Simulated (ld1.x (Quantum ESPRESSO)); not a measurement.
## Sr (Z = 38), TM: configuration errors across variants

ld1.x (Quantum ESPRESSO) 7.5 input, shortened:

```
&input
   title='Sr', zed=38., rel=2, dft='PBE', iswitch=3,
   config='[Kr] 4d0 5s2 5p0', rel_dist='average'
 /
 &inputp
   pseudotype=2, tm=.true., lloc=-1, rcloc=2.35,
   nlcc=.true., new_core_ps=.true., rcore=2.85
 /
3
5S  1  0   2.00   0.00  3.90  3.90  0.0
5P  2  1   0.00   0.00  3.05  3.05  0.0
4D  3  2   0.00   0.00  2.80  2.80  0.0
 &test
   configts(1)='4d0 5s2 5p0'
 /
```

Open shells are filled in proportion to 2j + 1 (rel_dist='average').

All-electron excitation energies from the reference (eV): (1) 4d0 5s1 5p0 5.885; (2) 4d0 5s1.5 5p0 2.339; (3) 4d0 5s1 5p1 2.298; (4) 4d1 5s1 5p0 2.325; (5) 4d0.5 5s1.5 5p0 1.146; (6) 4d1 5s0 5p0 7.649; (7) 4d0 5s0 5p1 8.820.

1 further variants failed, have other tests or too few solved ones, and are left out.

A true bound ghost makes a file unfit for plane-wave use even where its test errors are small: the radial tests pick states by their node count and pass the ghost by.

Errors AE − PS in meV (a dash: test not solved or not reliable):

| change | (1) | (2) | (3) | (4) | (5) | (6) | (7) | bound ghosts |
| --- | --- | --- | --- | --- | --- | --- | --- | --- |
| base | -5.5 | -0.8 | +7.2 | -30 | -9.4 | -53 | +238 | s |
| local potential all-electron potential smoothed inside 3.90 bohr (lloc = -2) | -2.1 | 0.0 | -2.0 | -30 | -9.0 | -53 | +6.3 | p3/2 |
| wave 5p (bound): rc 3.05 bohr becomes 5p (bound): rc 3.00 bohr | -5.5 | -0.8 | +6.8 | -30 | -9.4 | -53 | +226 | s |
| wave 5s (bound): rc 3.90 bohr becomes 5s (bound): rc 4.24 bohr | -7.3 | -1.1 | +5.9 | -26 | -8.3 | -45 | +239 | s |
| local potential all-electron potential smoothed inside 4.28 bohr (lloc = -1) | -5.5 | -0.8 | -1.3 | -33 | -9.6 | -54 | +41 | none |

Give the same row for: wave 4d (bound): rc 2.80 bohr becomes 4d (bound): rc 3.42 bohr.

-5.5, -0.8, +7.2, -22, -6.7, -36, +238; bound ghosts: s.
